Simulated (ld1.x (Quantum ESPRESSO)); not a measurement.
# An all-electron radial function and its pseudo partner (Hf)

Columns: radius, all-electron u(r) and pseudo u(r) of the 6s shell (level -10.97 eV) of hafnium in the configuration [Xe] 4f14 5d2 6s1 6p0; PBE, scalar-relativistic, TM scheme, ld1.x (Quantum ESPRESSO) 7.5.

| r (bohr) | all-electron | pseudo |
| --- | --- | --- |
| 0.158 | 0.1307 | -0.0142 |
| 0.315 | -0.1588 | -0.0292 |
| 0.473 | -0.1043 | -0.0462 |
| 0.630 | 0.1363 | -0.0662 |
| 0.788 | 0.2863 | -0.0906 |
| 0.945 | 0.3017 | -0.1203 |
| 1.102 | 0.2227 | -0.1568 |
| 1.260 | 0.0936 | -0.2014 |
| 1.418 | -0.0511 | -0.2540 |
| 1.575 | -0.1900 | -0.3135 |
| 1.732 | -0.3131 | -0.3779 |
| 1.890 | -0.4163 | -0.4438 |
| 2.047 | -0.4974 | -0.5056 |
| 2.205 | -0.5587 | -0.5591 |
| 2.362 | -0.6012 | -0.6001 |
| 2.520 | -0.6280 | -0.6273 |
| 2.678 | -0.6411 | -0.6409 |
| 2.835 | -0.6428 | -0.6428 |
| 2.992 | -0.6354 | -0.6354 |
| 3.150 | -0.6205 | -0.6205 |
| 3.308 | -0.5998 | -0.5998 |
| 3.465 | -0.5749 | -0.5749 |
| 3.622 | -0.5469 | -0.5469 |
| 3.780 | -0.5168 | -0.5168 |
| 3.938 | -0.4856 | -0.4856 |
| 4.095 | -0.4541 | -0.4541 |

(1) How many radial nodes do the two functions have?

(2) At about which radius was the pseudo-wave matched?

(3) Is the pseudo-wave norm-conserving?

## Answers

(1) The all-electron 6s function has n − l − 1 = 5 (the table is too coarse to show those close to the nucleus); the pseudo-wave has 0, since the states of the same l below it are removed with the core.

(2) 3.00 bohr. The columns agree to 0.0005 from 2.68 bohr on; several derivatives are matched, so the curves merge somewhat inside the radius.

(3) Yes: the TM scheme keeps the norm inside the radius equal to the all-electron one, which fixes the energy derivative of the logarithmic derivative at the level.
